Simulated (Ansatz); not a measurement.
Consider the ligand exchange at the Si–O bond: `CC(O)O[SiH3]` + `NCS` → `NCS[SiH3]` + `CC(O)O`.

Calculated with Ansatz (gas phase, PBE0-D4/def2-TZVP geometries, no zero-point term in ΔE). CBS: MP2 limit from def2 TZ/QZ plus the TZ coupled-cluster correction, frozen cores. Functionals use def2-TZVPP. B3LYP here is the variant with VWN-RPA as its local correlation; programs differ in this. Each species was taken in one conformer, which may not be the lowest.

Problem. Is it downhill or uphill in electronic energy at CCSD(T)/CBS, and by how much? (Estimate.)

Solution. The calculation gave: Uphill: ΔE = +0.23 eV.

Problem. What do these levels give: B3LYP-D4, PBE0, B3LYP, MP2/def2-TZVPP, SCS-MP2/def2-TZVPP, MP2/CBS(def2)? (Estimate.)

Solution. Ansatz gave: B3LYP-D4 0.26, PBE0 0.12, B3LYP 0.26, MP2/def2-TZVPP 0.23, SCS-MP2/def2-TZVPP 0.28, MP2/CBS(def2) 0.21 eV.

Largest T1 diagnostic among the species: 0.011.

In def2-TZVPP, CCSD(T) changes the Hartree–Fock value by −0.14 eV (the triples alone add −0.03 eV) and MP2 by −0.16 eV. From PBE to PBE0 (25 % exact exchange), in def2-TZVPP and without D4, ΔE moves by +0.03 eV.
